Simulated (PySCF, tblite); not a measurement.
## A complex of fluorosilane and dimethyl ether

A gas-phase complex of fluorosilane and dimethyl ether; neutral, singlet. The structure comes from a short search (6 tight-binding starts) and was relaxed by PBE0-D3(BJ)/def2-SVPD; another way of binding may lie lower. No frequency run checks that it is a minimum.

| part | name | SMILES | atoms | charge | multiplicity |
| --- | --- | --- | --- | --- | --- |
| 1 | fluorosilane | F[SiH3] | 1–5 | 0 | 1 |
| 2 | dimethyl ether | COC | 6–14 | 0 | 1 |

```csv
atom,part,x (Å),y (Å),z (Å)
Si1,1,-0.516,-0.110,0.067
F2,1,0.977,0.578,-0.146
H3,1,-1.425,0.818,-0.654
H4,1,-0.361,-1.456,-0.544
H5,1,-0.679,-0.117,1.547
C6,2,-2.673,-2.366,1.036
O7,2,-2.722,-1.131,0.367
C8,2,-3.682,-0.255,0.901
H9,2,-3.635,-2.896,0.945
H10,2,-1.884,-2.966,0.569
H11,2,-2.437,-2.227,2.106
H12,2,-4.691,-0.695,0.833
H13,2,-3.461,-0.023,1.958
H14,2,-3.651,0.670,0.315
```

Contacts between parts, classed by geometry: F2–Si1···O7 2.449 Å (tetrel bond, 180°).

Interaction energies are complex less parts, with the parts frozen as they stand in it; counterpoise-corrected, in kcal/mol (PySCF).

(1) How strongly do the parts interact, level by level?

(2) What holds them together? Decompose the wB97M-D3(BJ)/def2-SVPD energy: frozen parts, their antisymmetrised product, then relaxation.

The parts were also relaxed and run alone, at the levels used for the complex: shieldings by PBE0/pcSseg-1; core levels by delta-SCF with SCAN, pcX-2 on the ionised atom and pcseg-1 elsewhere, spin-free X2C (2p3/2 is the spin-free 2p value less a third of a first-order spin-orbit splitting).

(3) What does binding change?

## Answers

(1) 
```csv
level,interaction,superposition error removed
wB97M-D3(BJ)/def2-SVPD,-8.38,-1.83
PBE0-D3(BJ)/def2-SVPD,-8.10,-1.78
```

(2) electrostatic -20.5, Pauli repulsion +25.3, orbital relaxation -12.2, dispersion correction -2.8 kcal/mol, which sum to the value before the counterpoise correction; the Pauli term holds the exchange-correlation of the frozen density too. Of the attraction, 58 % is electrostatic, 34 % is orbital relaxation, 8 % is dispersion correction.

(3) 
```json
{"property": "F2–Si1 bond (Å)", "alone": "1.642", "in the complex": "1.658", "change": "+0.016"}
{"property": "shielding of Si1 (ppm)", "alone": "359.3", "in the complex": "385.5", "change": "+26.1"}
{"property": "shielding of O7 (ppm)", "alone": "333.9", "in the complex": "326.2", "change": "-7.7"}
{"property": "shielding of F2 (ppm)", "alone": "420.0", "in the complex": "368.7", "change": "-51.3"}
{"property": "Si1 2p3/2 core level (eV)", "alone": "108.53", "in the complex": "107.44", "change": "-1.09"}
{"property": "F2 1s core level (eV)", "alone": "692.45", "in the complex": "691.22", "change": "-1.23"}
{"property": "O7 1s core level (eV)", "alone": "538.54", "in the complex": "539.33", "change": "+0.80"}
```
